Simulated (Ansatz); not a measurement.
Cartesian coordinates (Å):
SMILES: BO
```xyz
5

B     -0.4189    -0.0668     0.0032
O      0.8871    -0.4032     0.0366
H     -0.7474     1.0778    -0.0941
H     -1.2066    -0.9550     0.0745
H      1.4857     0.3461    -0.0237
```
Charge 0, multiplicity 1.

Level of theory: frozen-core CCSD(T)/cc-pVTZ // M06-2X/def2-TZVP in Ansatz (an electronic-structure program).

```yaml
HF energy: -101.36864 Ha
MP2 correlation energy: -0.35168 Ha
```

Estimate the CCSD correlation energy, the (T) correction, the total energy and the T1 diagnostic.


CCSD correlation energy: -0.36836 Ha
(T) correction: -0.01203 Ha
CCSD(T) total energy: -101.74903 Ha
T1 diagnostic: 0.014
